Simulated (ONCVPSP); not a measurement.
# cerium (Ce), ONCV: configuration errors across variants

ONCVPSP 4.0.1 input, shortened (lines: element, Z, core and valence counts, functional; n l f; lmax; l rc ep ncon nbas qcut; lloc lpopt rc5 dvloc0; l nproj debl; icmod fcfact rcfact), PBEsol, fully relativistic:

```
  Ce 58.00    9    5  -116133      upf
    1    0    2.00
    2    0    2.00
    2    1    6.00
    3    0    2.00
    3    1    6.00
    3    2   10.00
    4    0    2.00
    4    1    6.00
    4    2   10.00
    4    3    1.00
    5    0    2.00
    5    1    6.00
    5    2    1.00
    6    0    2.00
    3
    0    2.60    0.00    4    9    4.70
    1    2.55    0.00    4    8    6.30
    2    3.80    0.00    3    7    4.70
    3    1.70    0.00    4    8   10.90
    4    5    1.10    4.00
    0    2    2.60
    1    2    0.70
    2    2    2.00
    3    2    2.00
    3    4.25    1.50
```

Open shells are filled in proportion to 2j + 1.

In the p channel the program set the typed energies aside and used -0.822, 0.250 Ha (j = l + 1/2; the other j can differ).

All-electron excitation energies from the reference (eV): (1) 4f1 5s2 5p6 5d1 6s1 6.103; (2) 4f1 5s2 5p6 5d1 6s0 17.140; (3) 4f1 5s2 5p6 5d0 6s0 36.266; (4) 4f0 5s2 5p6 5d1 6s2 12.426.

2 further variants failed, have other tests or another functional or relativity, and are left out.

A true bound ghost makes a file unfit for plane-wave use even where its test errors are small: the radial tests pick states by their node count and pass the ghost by.

Errors AE − PS in meV (a dash: test not solved or not reliable):

```tsv
change	(1)	(2)	(3)	(4)	bound ghosts	GHOST(+) flags above zero
base	-0.8	-6.7	+13	+405	s	p3/2, d5/2, p1/2, d3/2
d: rc 5.26	+16	+45	+195	+351	s	p3/2, d5/2, p1/2, d3/2
f: rc 1.28	-0.8	-6.5	+13	+108	s	p3/2, d5/2, p1/2, d3/2
all radii but the core radius scaled by about 0.97 (s 2.52, p 2.48, d 3.68, f 1.64 bohr); local potential polynomial inside 1.06 bohr (lpopt 5, dvloc0 4 Ha)	-0.7	-6.0	+9.2	+365	s	p3/2, p1/2, d3/2
```

(1) Give the same row for: core correction Teter function, fcfact 1.75, rcfact 1.2.

Answers

(1) -0.7, -5.4, +14, +484; bound ghosts: s; GHOST(+) flags above zero: p3/2, d5/2, p1/2, d3/2.
